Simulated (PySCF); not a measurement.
**How methods differ on the ionisation energy of Te²¹⁺**

Te²¹⁺ [Ar] 3d10 4s2 4p1 (2P) → Te²²⁺ [Ar] 3d10 4s2 (1S), as a difference of total energies. Calculation: PySCF 2.14, in an uncontracted even-tempered set (20 s from 1.1 bohr⁻², ratio 2.5; 14 p from 1.4 bohr⁻², ratio 2.5; 9 d from 2.4 bohr⁻², ratio 2.5; 5 f from 8.4 bohr⁻², ratio 2.7; 4 g from 13 bohr⁻², ratio 2.7); the spin-free X2C one-electron Hamiltonian (Gaussian nucleus). Correlated levels: outer shells: [Ne] frozen; virtual orbitals above 40 to 60 times the deepest correlated orbital energy dropped. The calculations carry no spin-orbit coupling.

```tsv
method	ionisation energy (eV)
UHF	623.63
LDA	625.71
PBE	625.27
PBE0	625.13
r2SCAN	625.26
MP2 (outer shells)	624.57
SCS-MP2 (outer shells)	624.46
```

How much does correlation contribute at MP2 (outer shells)?

624.57 − (623.63) = 0.94 eV, measured against UHF.

A first-order spin-orbit estimate (lowest level to lowest level, LS coupling) adds 8.642 eV.

Breit and QED terms and the two-electron picture change are absent.

First order in ζ underestimates the shift of j = l − 1/2 levels at high Z.

For comparison: 633 ± 4 eV (theoretical estimate listed by NIST; NIST Atomic Spectra Database, ionization energies).
